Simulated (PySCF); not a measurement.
Working out the ionisation energy of N²⁺

N²⁺ [He] 2s2 2p1 (2P) → N³⁺ [He] 2s2 (1S). Computed with PySCF 2.14 in aug-cc-pVDZ-DK, with the spin-free X2C one-electron Hamiltonian (Gaussian nucleus). Frozen: 1s2. Energies in hartree (1 hartree = 27.21139 eV):

```
            part  N²⁺ (lower)  N³⁺ (upper)
             UHF   -52.836973   -51.098446
CCSD correlation    -0.074608    -0.084609
             (T)    -0.000561     0.000000
```

Problem. What does Hartree-Fock give?

Solution. (-51.098446) − (-52.836973) = 1.738527 hartree = 47.308 eV.

Problem. What do CCSD and CCSD(T) give?

Solution. The CCSD correlation energies differ by -0.010001 hartree = -0.272 eV and the triples by 0.000561 hartree = 0.015 eV, so CCSD gives 47.036 eV and CCSD(T) 47.051 eV.

A first-order spin-orbit estimate adds 0.013 eV to CCSD(T) (valence), giving 47.064 eV against 47.445 eV (semi-empirical (NIST evaluation); NIST Atomic Spectra Database, ionization energies).

A double-zeta basis recovers only part of the correlation energy.

The coupled-cluster amplitudes are large, so a single reference is strained.

What remains against the reference includes basis incompleteness, the frozen core and higher excitations.
